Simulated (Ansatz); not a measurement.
System: NbCl₄, net charge 0, doublet state. The spin state was set by rule; other spins were not relaxed. 
Geometry from a B3LYP-D3(BJ)/def2-TZVP (Ansatz, a first-principles code) optimisation:
```xyz
5

Nb     0.0000     0.0000     0.0000
Cl     1.7252    -0.5608    -1.3857
Cl     0.5070     0.5405     2.1591
Cl    -0.9206     1.8843    -0.9017
Cl    -1.3116    -1.8640     0.1283
```
Charge 0, spin multiplicity 2.

Total electronic energies in hartree. Cores are frozen in the correlated levels unless marked. UHF or UKS for open shells. Spin-orbit coupling is left out. The frozen core is the preceding noble-gas configuration, with the filled d and f shells of earlier blocks. Past Kr the def2 sets carry scalar-relativistic core potentials. CBS(X,Y): correlation extrapolated as X^-3; Hartree-Fock from the larger set. [CCSD(T)-MP2]/basis is that difference in the basis named.

```tsv
level	program	energy (Eh)
RI-HF/def2-TZVPP	Ansatz	-1894.68806
BLYP-D3(BJ)/def2-TZVPD	Ansatz + dftd3	-1898.07917
BLYP-D4/def2-TZVPD	Ansatz + dftd4	-1898.07656
PBE0/def2-SVP	Ansatz	-1896.82224
PBE0/def2-TZVPD	Ansatz	(withheld)
CAM-B3LYP-D3(BJ)/def2-TZVPD	Ansatz + dftd3	-1898.10119
wB97M-V/def2-TZVPD	Ansatz	(withheld)
CCSD/def2-TZVPP	Ansatz	-1895.64598
RI-MP2/CBS(def2-TZVPP,def2-QZVPP)+[CCSD(T)-MP2]/def2-TZVPP	Ansatz	-1895.9001
```

Q: Complete the blanks.

A: 
- PBE0/def2-TZVPD, energy (Eh): -1897.46937
- wB97M-V/def2-TZVPD, energy (Eh): -1897.90498
